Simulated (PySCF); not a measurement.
# Frontier orbitals and the lowest excitations

Compound: H₉NSi₃.
Z-matrix (Å and degrees, PBE0-D3(BJ)/def2-SVP geometry), rows numbered from 1:
```
Si
N   1  1.7390
Si  2  1.7457  1  130.13
Si  3  2.3465  2  111.72  1    10.64
H   1  1.4957  2  110.99  3  -133.14
H   1  1.4930  2  107.12  3   -13.68
H   1  1.4974  2  113.38  3   105.96
H   2  1.0179  1  115.34  3  -175.68
H   3  1.5010  2  112.17  1  -110.57
H   3  1.4991  2  110.18  1   131.47
H   4  1.4970  3  106.89  2   178.45
H   4  1.4950  3  111.69  2    59.77
H   4  1.4949  3  111.96  2   -62.92
```

Computed, not measured: TDDFT CAM-B3LYP/def2-SVPD, vertical, gas phase, core orbitals frozen in the response in PySCF 2.14.0, density-fitted response routines.

Frontier orbitals with the atoms that hold most of them (Löwdin shares over 4%, at most four atoms; ? is withheld):

| orbital | ε (eV) | atoms |
| --- | --- | --- |
| HOMO-3 | -10.90 | Si4 19%, H12 15%, Si3 14%, Si1 11% |
| HOMO-2 | -10.82 | Si4 21%, Si1 19%, H6 16%, H11 12% |
| HOMO-1 | -9.52 | ? |
| HOMO | -8.85 | ? |
| LUMO | 0.53 | Si3 22%, Si1 16%, H8 12%, Si4 10% |
| LUMO+1 | 1.07 | Si4 30%, Si1 20%, Si3 12%, H13 7% |
| LUMO+2 | 1.42 | Si3 24%, Si4 21%, H10 9%, Si1 8% |

Problem. Give the leading atoms of the HOMO.

Solution. N2 (bonded to 2 Si and H) 50%; Si3 (bonded to N, Si and 2 H) 12%; Si1 (bonded to N and 3 H) 11%; H9 (bonded to Si) 8%. By element: nitrogen 50%, silicon 23% or more, hydrogen 8% or more.

Problem. Give the leading atoms of the HOMO-1.

Solution. Si4 (bonded to Si and 3 H) 33%; Si3 (bonded to N, Si and 2 H) 32%; H10 (bonded to Si) 8%; N2 (bonded to 2 Si and H) 6%. By element: silicon 65% or more, hydrogen 8% or more, nitrogen 6%.

Problem. The HOMO–LUMO gap is 9.38 eV. Where does the response calculation put the lowest singlet, and from which orbitals?

Solution. S1 is at 6.01 eV (f = 0.0014), 3.38 eV below the gap, made of HOMO→LUMO (96%). Without the coupling terms of the response equations the lowest excitation would equal the gap.

Problem. Give energy, strength and leading configuration of S1 and S2, and follow the Löwdin shares of the leading atoms from the occupied to the empty orbital.

Solution. 
- S1 (6.01 eV, f 0.0014), HOMO→LUMO (96%): N2 50% → at most 10%, Si3 12% → 22%, Si1 11% → 16%
- S2 (6.96 eV, f 0.030), HOMO-1→LUMO (85%): Si4 33% → 10%, Si3 32% → 22%, Si1 at most 7% → 16%

Löwdin shares depend on the basis, the more so with diffuse functions.

On one thread, Arm Neoverse V2 (aarch64), shared host, this took 18 s wall (with the writing of density and orbital grids) and 0.78 GiB of memory at its peak.

One conformer stands for the species.
